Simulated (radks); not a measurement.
The nuclear charge of neutral gadolinium is varied continuously with 64 electrons held in [Xe] 4f7 5d1 6s2. All-electron calculation, scalar-relativistic Kohn-Sham, BLYP, spin-polarised, spherical densities, finite nucleus; open shells are filled with parallel spins first (spin-orbit coupling, left out, can overturn this in heavy ions); Fermi nuclear charge, rms radius 5.1569 fm. Program: a radial shooting solver on a logarithmic mesh with Libxc functionals. By the Hellmann-Feynman theorem dE/dZ = E(electron-nucleus)/Z, the electronic potential at the nucleus (averaged over a nucleus of fixed radius). The scalar-relativistic energy here is not variational (the density holds large components alone), so the two differ by a part that grows with Z.

[
 {"Z": "63.75", "E (hartree)": "-11163.7293", "E(electron-nucleus)/Z (hartree)": "-427.143", "HOMO": "5d", "e(HOMO) (eV)": "-0.990", "<r> HOMO (bohr)": "3.029"},
 {"Z": "64", "E (hartree)": "-11271.4318", "E(electron-nucleus)/Z (hartree)": "-429.598", "HOMO": "5d", "e(HOMO) (eV)": "-2.736", "<r> HOMO (bohr)": "2.753"},
 {"Z": "64.25", "E (hartree)": "-11379.7562", "E(electron-nucleus)/Z (hartree)": "-432.049", "HOMO": "5d", "e(HOMO) (eV)": "-4.709", "<r> HOMO (bohr)": "2.566"},
 {"Z": "64.5", "E (hartree)": "-11488.7022", "E(electron-nucleus)/Z (hartree)": "-434.498", "HOMO": "6s", "e(HOMO) (eV)": "-6.826", "<r> HOMO (bohr)": "3.729"},
 {"Z": "64.75", "E (hartree)": "-11598.2696", "E(electron-nucleus)/Z (hartree)": "-436.948", "HOMO": "6s", "e(HOMO) (eV)": "-8.574", "<r> HOMO (bohr)": "3.578"},
 {"Z": "65", "E (hartree)": "-11708.4586", "E(electron-nucleus)/Z (hartree)": "-439.398", "HOMO": "6s", "e(HOMO) (eV)": "-10.425", "<r> HOMO (bohr)": "3.445"}
]

The central difference of E at Z = 64 is -432.054 hartree, to compare with the third column; the second derivative is -9.95 hartree.
